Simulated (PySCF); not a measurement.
Cobalt: a sound run and one with changed settings

Sound run: Co²⁺ [Ar] 3d7, Co³⁺ [Ar] 3d6. All numbers are calculated (PySCF 2.14, the spin-free X2C one-electron Hamiltonian (Gaussian nucleus), in jorge-DZP-DKH). The sound run starts from symmetry-adapted Hartree-Fock orbitals and uses a fine grid where one is needed.

A second run was set up differently.

```csv
species,method,sound run (hartree),changed run (hartree),converged
Co²⁺,UHF,-1390.85400,-1390.85400,yes
Co²⁺,r2SCAN,-1392.09025,-1398.36181,yes
Co²⁺,LDA,-1389.43975,-1394.15890,yes
Co³⁺,UHF,-1389.69782,-1389.69782,yes
Co³⁺,r2SCAN,-1390.83901,-1393.98388,yes
Co³⁺,LDA,-1388.16547,-1390.29424,yes
```

Ionisation energy of Co²⁺:

```
method  sound run (eV)  changed run (eV)
   UHF          31.461            31.461
```

(1) What was changed?
A. basis contracted for another Hamiltonian
B. all electrons correlated in a valence basis
C. angular grid far too coarse
D. too few SCF iterations

Results:

(1) C. It used 6 angular points. A coarse angular grid integrates products of high-l functions wrongly, so density functionals can shift, and the SCF can exploit the error; Hartree-Fock and MP2 need no grid.
